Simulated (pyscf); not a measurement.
## H₂N–Bi(OH)–OH, singlet

Gas-phase minimum from PySCF at ωB97X-D3(BJ)/def2-SVP, one conformer. 

SMILES: [NH2][Bi]([OH])[OH]
```xyz
8

N     -1.9044     0.2820    -1.4594
Bi    -0.7270    -0.9356    -0.1533
O     -0.6939    -2.5707    -1.4434
O      1.0263    -0.1391    -0.9368
H     -2.7822     0.6134    -1.0593
H     -2.1295    -0.2443    -2.3055
H      0.0690    -2.4631    -2.0298
H      0.7531     0.5107    -1.6018
```

Bonded distances (Å): N1–Bi2 2.139, N1–H5 1.020, N1–H6 1.022, Bi2–O3 2.083, Bi2–O4 2.079, O3–H7 0.968, O4–H8 0.969. Angles (°): Bi2–N1–H5 114.8, Bi2–N1–H6 109.5, H5–N1–H6 107.6, N1–Bi2–O3 94.4, N1–Bi2–O4 90.9, O3–Bi2–O4 93.1, Bi2–O3–H7 107.5, Bi2–O4–H8 106.1.

Properties at ωB97X-D3(BJ)/def2-SVP:

```
Property                                                                                                                                                                                                            Value
---------------------------------------------------------------------------------------------------------------------  --------------------------------------------------------------------------------------------------
Harmonic wavenumbers, unscaled                                                                                         118, 150, 179, 219, 294, 409, 529, 575, 598, 609, 798, 854, 889, 1541, 3538, 3640, 3840, 3853 cm⁻¹
Zero-point energy                                                                                                                                                                                           32.4 kcal/mol
Rotational symmetry number                                                                                                                                                                                              1
Entropy of this conformer at 298 K and 1 atm, rigid rotor and harmonic oscillator, modes under 100 cm⁻¹ raised to 100                                                                                     351.3 J/(mol K)
Dipole moment                                                                                                                                                                                                      2.58 D
```

Single-point totals, which compare only within one level (frozen core for MP2 and CC):

```json
[
 {"level": "ωB97X-D3(BJ)/def2-TZVP", "total energy (hartree)": "-422.48052"},
 {"level": "PBE/def2-TZVP", "total energy (hartree)": "-422.18266"},
 {"level": "r²SCAN/def2-TZVP", "total energy (hartree)": "-422.37081"},
 {"level": "B3LYP-D3(BJ)/def2-TZVP", "total energy (hartree)": "-422.45876"},
 {"level": "PBE0-D3(BJ)/def2-TZVP", "total energy (hartree)": "-422.14965"},
 {"level": "M06-2X/def2-TZVP", "total energy (hartree)": "-422.14951"},
 {"level": "ωB97M-D3(BJ)/def2-TZVP", "total energy (hartree)": "-422.42960"},
 {"level": "HF/def2-TZVPP", "total energy (hartree)": "-420.16821"},
 {"level": "MP2/def2-TZVPP", "total energy (hartree)": "-421.32468"},
 {"level": "CCSD/def2-TZVPP", "total energy (hartree)": "-421.29804"},
 {"level": "CCSD(T)/def2-TZVPP", "total energy (hartree)": "-421.33841"}
]
```

Soft torsions are taken as harmonic, which can shift the entropy by several J/(mol K). The CCSD(T) − MP2 part came from Ansatz, without density fitting, on the same reference. The frozen core leaves the outer d or s,p core shells of the metals and heavy elements correlated in the MP2 and CC values, and def2-TZVPP describes them poorly, so these totals are far from the basis limit. Elements past Kr carry the def2 core potentials, without spin-orbit coupling.
